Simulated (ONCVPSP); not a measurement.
# An all-electron radial function and its pseudo partner (palladium (Pd))

Columns: radius, all-electron u(r) and pseudo u(r) of the 4s shell (level -85.33 eV) of palladium in the configuration [Ar] 3d10 4s2 4p6 4d10; PBE, scalar-relativistic, ONCV scheme, ONCVPSP 4.0.1.

```tsv
r (bohr)	all-electron	pseudo
0.068	0.3335	0.0205
0.135	0.2278	0.0544
0.202	-0.3516	0.1105
0.270	-0.6523	0.1940
0.338	-0.5721	0.3057
0.405	-0.2653	0.4414
0.473	0.1247	0.5967
0.540	0.4887	0.7527
0.608	0.7884	0.8990
0.675	0.9994	1.0213
0.742	1.1302	1.1155
0.810	1.1920	1.1744
0.878	1.1979	1.1895
0.945	1.1635	1.1617
1.013	1.1011	1.1009
1.080	1.0230	1.0228
1.148	0.9350	0.9348
1.215	0.8455	0.8454
1.283	0.7561	0.7559
1.350	0.6720	0.6718
1.418	0.5923	0.5922
1.485	0.5202	0.5201
1.553	0.4540	0.4539
1.620	0.3956	0.3955
1.688	0.3428	0.3427
1.755	0.2969	0.2968
```

Problem. How many radial nodes do the two functions have?

Solution. The all-electron 4s function has n − l − 1 = 3 (the table is too coarse to show those close to the nucleus); the pseudo-wave has 0, since the states of the same l below it are removed with the core.

Problem. At about which radius was the pseudo-wave matched?

Solution. 1.05 bohr, where the columns begin to agree (steps of 0.07 bohr).

Problem. Where does each function peak?

Solution. Outermost all-electron maximum near 0.88 bohr, pseudo maximum near 0.88 bohr (to the table’s step).

Problem. Is the pseudo-wave norm-conserving?

Solution. Yes: the ONCV scheme keeps the norm inside the radius equal to the all-electron one, which fixes the energy derivative of the logarithmic derivative at the level.
